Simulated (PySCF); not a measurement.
## Calculated data, H$_{4}$N$_{2}$Si

Calculation on a computer-drawn molecule: optimised geometry and harmonic frequencies of an isolated molecule of the commonest isotopes, restricted reference for singlets and unrestricted otherwise, frozen core in MP2. Program: PySCF 2.14.0.

## H$_{4}$N$_{2}$Si

Start structure:
```xyz
7
H4N2Si
N     -2.1461     1.6357     1.2306
Si    -0.8308     1.7158     2.3773
N      0.0267     0.3363     2.0626
H     -2.2194     0.8200     0.5362
H     -2.8883     2.2950     1.1730
H      0.8562     0.0192     2.4689
H     -0.2781    -0.3802     1.2792
```

Settings of this run: charge 0, multiplicity 1, method HF and basis cc-pV(D+d)Z.

Results for H$_{4}$N$_{2}$Si: rotational constants 23.56, 8.108, 6.032 GHz; total energy -400.2014 hartree; convergence status largest gradient component 2.137e-05 hartree/bohr.

Drawn bonds:
| atom | other atom | order |
| --- | --- | --- |
| 1 | 2 | 1 |
| 2 | 3 | 1 |
| 1 | 4 | 1 |
| 1 | 5 | 1 |
| 3 | 6 | 1 |
| 3 | 7 | 1 |

Optimised structure:
```xyz
7
H4N2Si
N     -2.1387     1.6005     1.2266
Si    -0.8618     1.7155     2.3624
N      0.0143     0.2889     2.0000
H     -2.2944     0.8760     0.5499
H     -2.8480     2.3061     1.1795
H      0.8464     0.0557     2.5066
H     -0.1977    -0.4009     1.3028
```

Modes:
| frequency (cm⁻¹) | reduced mass (dalton) |
| --- | --- |
| 326.4 | 2.441 |
| 386.1 | 1.164 |
| 418.9 | 1.082 |
| 452.1 | 1.269 |
| 547.4 | 1.065 |
| 742.4 | 1.188 |
| 821.4 | 2.682 |
| 878.9 | 5.773 |
| 946.2 | 2.034 |
| 1680 | 1.129 |
| 1703 | 1.119 |
| 3767 | 1.052 |
| 3769 | 1.052 |
| 3872 | 1.096 |
| 3874 | 1.096 |
